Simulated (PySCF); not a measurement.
acetylene (C2H2), SMILES C#C.

Geometry: PBE-D3(BJ)/def2-TZVPD.

Level of theory: M06-2X/def2-TZVPD (PySCF).

Gas-phase values at a fixed geometry.

Computed frontier levels, gap, dipole moment and polarisability:
- highest occupied level = -9.69 eV
- lowest empty level = 0.75 eV
- orbital gap = 10.43 eV
- dipole moment = 0.00 D
- quadrupole, principal values (traceless, Buckingham form, about the centre of nuclear charge) = -3.44, -3.44, 6.89 D·Å
- mean static polarisability = 23.2 bohr³ (3.43 Å³)
- polarisability, principal values = 19.0, 19.0, 31.5 bohr³
